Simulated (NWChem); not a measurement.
YF3; SMILES [Y]([F])([F])[F]

```xyz
4

Y      0.0000     0.0000    -0.0571
F     -0.2693     1.9800     0.0825
F      1.8494    -0.7568     0.0825
F     -1.5801    -1.2232     0.0825
```
Atoms are numbered in this order, from 1.

Program: NWChem. Structure relaxed at the PBE-D3(BJ)/def2-SVP level. No frequency run checked for a minimum. def2 effective core potentials on Y; no spin-orbit coupling.

Q: What does the run give for RPBE/def2-SVP? Quantities: highest occupied level (eV); orbital gap (eV); dipole (D).

A: The highest occupied level (eV) is -8.26 and the orbital gap (eV) is 5.12. The dipole (D) is 1.16.
